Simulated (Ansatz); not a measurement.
`N[SiH2]S[SiH](N)Cl` + H₂O → `N[SiH2]S[SiH](N)O` + HCl  (formal hydrolysis of the Si–Cl bond)

Isolated molecules relaxed with PBE0-D4/def2-TZVP in Ansatz; ΔE leaves out vibrations. CCSD(T)/CBS adds triple-zeta CCSD(T) − MP2 to the extrapolated MP2 energy (def2 sets, frozen cores). This one scheme is used for every species. Functionals use def2-TZVPP. One conformer a species, not always the lowest.

```json
{"level": "PBE-D4", "ΔE (kcal/mol)": "-1.6", "difference from CCSD(T)/CBS": "0.2"}
{"level": "PBE0-D4", "ΔE (kcal/mol)": "-1.2", "difference from CCSD(T)/CBS": "0.6"}
{"level": "PBE", "ΔE (kcal/mol)": "-2.6", "difference from CCSD(T)/CBS": "-0.8"}
{"level": "HF/def2-TZVPP", "ΔE (kcal/mol)": "-3.0", "difference from CCSD(T)/CBS": "-1.2"}
{"level": "MP2/def2-TZVPP", "ΔE (kcal/mol)": "-1.9", "difference from CCSD(T)/CBS": "-0.1"}
{"level": "SCS-MP2/def2-TZVPP", "ΔE (kcal/mol)": "-2.5", "difference from CCSD(T)/CBS": "-0.7"}
{"level": "MP2/def2-QZVPP", "ΔE (kcal/mol)": "-1.2", "difference from CCSD(T)/CBS": "0.6"}
{"level": "SCS-MP2/def2-QZVPP", "ΔE (kcal/mol)": "-1.9", "difference from CCSD(T)/CBS": "-0.1"}
{"level": "HF/CBS(def2)", "ΔE (kcal/mol)": "-3.2", "difference from CCSD(T)/CBS": "-1.4"}
{"level": "MP2/CBS(def2)", "ΔE (kcal/mol)": "-0.6", "difference from CCSD(T)/CBS": "1.2"}
{"level": "CCSD(T)/CBS", "ΔE (kcal/mol)": "-1.8", "difference from CCSD(T)/CBS": "0"}
```

Largest T1 diagnostic among the species: 0.012.

The D4 term adds +1.7 kcal/mol with B3LYP and +1.0 kcal/mol with PBE0; it sums over pairs of atoms, weighted by their polarisabilities, and B3LYP, whose exchange is more repulsive, gets the larger term.

B3LYP here is the variant with VWN-RPA as its local correlation; programs differ in this.
